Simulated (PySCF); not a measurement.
**Krypton: a sound run and one with changed settings**

Sound run: Kr [Kr], Kr+ [Ar] 3d10 4s2 4p5. Calculation: PySCF 2.14, in jorge-DZP-DKH; the spin-free X2C one-electron Hamiltonian (Gaussian nucleus). The sound run starts from symmetry-adapted Hartree-Fock orbitals and uses a fine grid where one is needed.

Changed run: radial step 0.3 in ln r (0.13 in the sound run). This setting is unsound on purpose.

| species | method | sound run (hartree) | changed run (hartree) | converged |
| --- | --- | --- | --- | --- |
| Kr | UHF | -2788.01286 | -2788.01286 | yes |
| Kr | BP86 | -2790.21037 | -2790.21056 | yes |
| Kr | PBE | -2789.49593 | -2789.49603 | yes |
| Kr+ | UHF | -2787.52729 | -2787.52729 | yes |
| Kr+ | BP86 | -2789.68816 | -2789.68822 | yes |
| Kr+ | PBE | -2788.97971 | -2788.97968 | yes |

Ionisation energy of Kr:

```
method  sound run (eV)  changed run (eV)
   UHF          13.213            13.213
  BP86          14.210            14.214
   PBE          14.047            14.051
```

A coarse radial grid mis-integrates the density and the exchange-correlation energy, with errors of either sign; Hartree-Fock needs no grid.

For comparison, NIST gives 14.000 eV between the lowest levels.
